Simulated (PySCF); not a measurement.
A GIAO shielding run with PySCF 2.14 (density fitting, non-relativistic, gas phase) on `CC(=O)[Si@]1(C[SiH3])CCN1`, C5H13NOSi2:

```
$ OMP_NUM_THREADS=1 python probes_run.py task.json out

{"job": {"kind": "nmr", "xc": "PBE0", "basis": "pcSseg-1"}, "charge": 0, "multiplicity": 1}
C      0.265333     2.823882    -0.212066
C      1.013357     1.523666    -0.130055
O      2.200659     1.439893    -0.348588
Si     0.004161    -0.047373     0.346641
C      1.200174    -1.514267     0.451882
Si     1.975293    -2.011171    -1.217945
C     -1.693876    -0.368496    -0.481234
C     -2.335189    -0.181804     0.896255
N     -1.151705     0.312600     1.584841
H     -0.338556     2.944672     0.683618
H      0.940759     3.667001    -0.337303
H     -0.411690     2.769283    -1.062676
H      0.694456    -2.378066     0.884400
H      2.009286    -1.253486     1.132706
H      2.787016    -3.216112    -1.003809
H      2.802595    -0.936183    -1.749024
H      0.900709    -2.339399    -2.163313
H     -2.038911     0.360590    -1.206394
H     -1.842752    -1.359177    -0.895335
H     -3.147174     0.550432     0.921230
H     -2.703111    -1.123566     1.314410
H     -1.141245     0.356467     2.590909
```

Hardware: 1 thread of an Arm Neoverse N1, shared host. The job also computes population analyses, field gradients, ring-centre shieldings.

(1) How large is the calculation?

(2) How long does it take, and how much memory does it need?

Answers

(1) 86 electrons, 232 basis functions and 1244 auxiliary functions.

(2) 99 s of wall time, with 14 SCF cycles and 5 response iterations; peak memory 0.98 GiB. Times on a shared host scatter by some tens of per cent.
